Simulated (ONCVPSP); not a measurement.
**Transferability test, ONCV potential for Ge**

| Item | Value |
| --- | --- |
| Element | Ge (Z = 32) |
| Generator | ONCVPSP 4.0.1 |
| Type | optimised norm-conserving Vanderbilt (ONCV) |
| Functional | PBE |
| Relativity | scalar-relativistic |
| Frozen core | [Ne] |
| Valence charge | 22 |
| Reference configuration | 3s2 3p6 3d10 4s2 (charge +2) |
| Partial waves | 3s+4s: rc 1.05 bohr, ncon 4, nbas 7, qcut 9.9 1/bohr, 2 projectors; 3p: rc 0.90 bohr, ncon 3, nbas 6, qcut 19 1/bohr, 3 projectors, debl 0.6 Ha; 3d: rc 1.05 bohr, ncon 4, nbas 9, qcut 14.3 1/bohr, 1 projector |
| Local potential | polynomial inside 0.70 bohr (lpopt 5, dvloc0 0 Ha) |
| Core correction | none |

In the p channel the program set the typed energies aside and used -4.982, 0.250, 0.850 Ha.

Energies are relative to the spin-unpolarised reference configuration 3s2 3p6 3d10 4s2; without spin polarisation the order of configurations can differ from experiment.

| valence configuration | charge | ΔE all-electron (eV) | error AE − PS (meV) |
| --- | --- | --- | --- |
| 3s2 3p6 3d10 4s2 4p2 | 0 | -22.883 | +2.3 |
| 3s2 3p6 3d10 4s1 | +3 | 34.792 | -3.4 |

**Question.** What are ΔE and the potential's error for 3s2 3p6 3d10 4s2 4p1?

**Answer.** ΔE = -15.439 eV all-electron; the error (AE − PS) is +1.6 meV.

**Question.** What are ΔE and the potential's error for 3s2 3p6 3d10 4s0 4p4?

**Answer.** ΔE = -6.688 eV all-electron; the error (AE − PS) is +2.6 meV.

Levels in the configuration 3s2 3p6 3d10 4s1:

```
level  all-electron (eV)  pseudo (eV)
   3s           -202.500     -202.527
   3p           -149.616     -149.636
   3d            -63.095      -63.118
   4s            -40.455      -40.455
```
